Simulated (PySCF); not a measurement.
CuI₂, SMILES [I][Cu+][I] (connectivity only; charge and spin as stated), charge +1, multiplicity 3.

The structure is a stationary point at B3LYP-D3(BJ)/def2-SVP. The spin state was assumed, not searched. The def2 effective core potentials stand for the cores of I; spin–orbit coupling is left out.

Two levels are set side by side: PBE/def2-TZVPD (PySCF) and PBE0/def2-TZVPD (PySCF). Same geometry, gas phase. Differences are taken from unrounded values.

```json
[
 {"quantity": "α-spin orbital gap (eV)", "PBE": "5.42"},
 {"quantity": "β-spin orbital gap (eV)", "PBE": "0.53"},
 {"quantity": "mean polarisability (bohr³)", "PBE": "122.3"}
]
```

Problem. These are the PBE values. What does PBE0 give? (Estimate from the structure and the level; the computed values follow.)

Solution. 
```json
[
 {"quantity": "α-spin orbital gap (eV)", "PBE0": "7.52", "PBE minus PBE0": "-2.11"},
 {"quantity": "β-spin orbital gap (eV)", "PBE0": "2.24", "PBE minus PBE0": "-1.71"},
 {"quantity": "mean polarisability (bohr³)", "PBE0": "107.3", "PBE minus PBE0": "15.0"}
]
```

Loosely held outer electrons make PBE densities more polarisable. Differences between two approximate levels are no errors against the true value.

Rough cost on one machine, each run with all the roots and properties that it gave: PBE0 against PBE within a factor of 2.
